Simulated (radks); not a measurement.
The numbers below are computed, except where a source is named.
Correlation energies from several functionals, in hartree. Species: Pd [Kr] 4d10; Tc [Kr] 4d5 5s2. Code: a radial shooting solver on a logarithmic mesh with Libxc functionals. Model: non-relativistic Kohn-Sham, PBE, spin-polarised, spherical densities, point nucleus. Every spin shell is full or empty, so the densities are truly spherical. Functionals are evaluated on that one density, not self-consistently.

functional       Pd       Tc
PW92        -4.3417  -3.9374
Wigner      -2.4561  -2.1822
Chachiyo    -4.2824  -3.8782
PBE         -2.4143  -2.1461
PBEsol      -2.7350  -2.4443
P86         -2.7351  -2.4447
PW91        -2.6075  -2.3253
AM05        -4.0378  -3.6544
OP (B88)    -2.2471  -2.0034
TPSS        -2.4162  -2.1482
revTPSS     -2.4470  -2.1790
SCAN        -2.4189  -2.1605
r2SCAN      -2.4324  -2.1775
B95         -2.9222  -2.5959
Tao-Mo      -2.3294  -2.0637
